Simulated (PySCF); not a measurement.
This PySCF input asks for the NMR shieldings of `C=CBP`, C2H6BP; the geometry comes from GFN2-xTB.

```python
import basis_set_exchange as bse
import numpy as np
from pyscf import gto, dft
from pyscf.prop import nmr

atoms = """
C    -1.346506   -0.959802    0.056958
C    -1.041393    0.324451   -0.131283
B     0.329155    0.951125    0.204658
P     1.861466   -0.100137    0.411628
H    -0.613805   -1.654670    0.442427
H    -2.327728   -1.366121   -0.136254
H    -1.829598    0.970899   -0.504911
H     0.408933    2.092756    0.462162
H     1.759570   -0.970007   -0.655216
H     2.808789    0.716159   -0.172698
"""
names = dict.fromkeys(["C", "B", "P", "H"], "pcSseg-1")
basis = {el: gto.basis.parse(bse.get_basis(n, elements=[el], fmt="nwchem")) for el, n in names.items()}
mol = gto.M(atom=atoms, basis=basis, charge=0, verbose=0)
mf = dft.RKS(mol, xc="PBE0")
mf.grids.level = 2
mf.grids.alignment = dft.numint.BLKSIZE   # the property module wants whole blocks of grid points
mf.conv_tol = 1e-9
mf.kernel()

calc = nmr.RKS(mf)   # GIAO
C = mf.mo_coeff
Co = C[:, mf.mo_occ > 0]
resp = mf.gen_response(singlet=True, hermi=2)
def vind(x):   # induced exchange potential for any number of trial vectors
    d = np.einsum("pi,xij,qj->xpq", C, 2 * x.reshape(-1, C.shape[1], Co.shape[1]), Co, optimize=True)
    return np.einsum("xpq,pi,qj->xij", resp(d - d.transpose(0, 2, 1)), C, Co, optimize=True).ravel()
mo1, _ = nmr.rhf.solve_mo1(calc, with_cphf=vind)
sigma = calc.kernel(mo1)
for i, s in enumerate(sigma):   # ppm
    print("%2d %-2s %9.2f" % (i, mol.atom_pure_symbol(i), np.trace(s) / 3))
```

Question: Give the expected output.

Answer: 
```
 0 C      39.14
 1 C      34.14
 2 B      18.58
 3 P     510.49
 4 H      25.18
 5 H      25.13
 6 H      24.20
 7 H      23.45
 8 H      28.92
 9 H      29.00
```

These numbers come from an equivalent density-fitted implementation of the same equations, which agrees with the script to about 0.01 ppm for H and up to a few tenths of a ppm for heavy atoms, so last digits may differ.

Size and cost of the density-fitted run: 105 basis functions, 7.7 s wall time on 1 thread of an Arm Neoverse V2, shared host; peak memory 0.49 GiB.
